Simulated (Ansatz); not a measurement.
`CNBF` + H₂ → `BNC` + H–F at 400 K and 1 bar (hydrogenolysis of a B–F bond).

Computed with Ansatz on PBE0-D4/def2-TZVP structures; ΔE is electronic, products minus reactants. CCSD(T)/CBS is the MP2 limit (def2-TZVPP, def2-QZVPP) plus CCSD(T) − MP2 in def2-TZVPP, frozen cores. This one scheme is used for every species. One conformer a species, not always the lowest.

```
species  CCSD(T)/CBS energy (Eh)  H − E (kJ/mol)  S (J/(mol·K))
 `CNBF`               -220.44549           210.7          315.1
     H₂                 -1.17544            38.0          139.0
  `BNC`               -121.18426           222.8          289.6
    H–F               -100.39570            36.5          182.2
```

H − E and S are ideal-gas, rigid-rotor, harmonic terms from PBE0-D4/def2-TZVP, for one conformer and one mirror image of each species. The MP2-based limit puts H₂ 0.8 mEh under its directly extrapolated value; such offsets cancel only in part. 1 Eh = 2625.50 kJ/mol, R = 8.31446 J/(mol·K).

Q: By hand: ΔE, ΔH, ΔS and ΔG.

A: ΔE = (-121.18426) + (-100.39570) − (-220.44549) − (-1.17544) = 0.04097 Eh = 107.6 kJ/mol. Δ(H − E) = 222.8 + 36.5 − 210.7 − 38.0 = 10.6, so ΔH = 118.2 kJ/mol. ΔS = 289.6 + 182.2 − 315.1 − 139.0 = 17.7 J/(mol·K). ΔG = 118.2 − 400 × (17.7)/1000 = 111.1 kJ/mol.

Q: By hand: the equilibrium constant, and the temperature at which ΔG would vanish if ΔH and ΔS stayed fixed.

A: log₁₀ K = −ΔG/(RT ln 10) = -14.5. ΔG = 0 at ΔH/ΔS = 6678 K, far beyond where these terms or the molecules hold.

ΔH outweighs TΔS. A doubt of 5 kJ/mol in ΔE shifts log₁₀ K by 0.7 here. Other conformers and mirror images would add mixing entropy, several J/(mol·K) or more a flexible species. These are equilibria of isolated gas molecules and say nothing of rates. Largest T1 diagnostic: 0.012 (customary marks: 0.02 for closed shells, 0.045 for open ones).
